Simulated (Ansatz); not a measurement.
H2MgSe (SMILES [MgH][SeH]) moved off its minimum; all values from Ansatz (an electronic-structure program), cores frozen in correlated methods.
(charge 0, multiplicity 1)
```xyz
4

Mg    -0.8985    -0.7903    -1.2090
H     -1.8142    -1.5748    -2.4270
Se     0.2128     0.2397     0.5938
H      0.6081    -0.9187     1.1669
```

Forces at wB97M-V/def2-TZVPP (eV/Å):

```tsv
atom	Fx	Fy	Fz
Mg1	-0.488	-0.481	-0.603
H2	0.175	0.149	0.156
Se3	-0.619	3.185	-0.896
H4	0.932	-2.853	1.343
```

Problem. Give the forces (eV/Å), the total energy and the dipole at CCSD(T)/def2-TZVPPD.

Solution. 
```
atom      Fx      Fy      Fz
----  ------  ------  ------
Mg1   -0.538  -0.531  -0.707
H2     0.101   0.088   0.058
Se3   -0.548   3.430  -0.771
H4     0.985  -2.988   1.420
```
Energy -2600.8767 hartree, dipole 0.88 D.
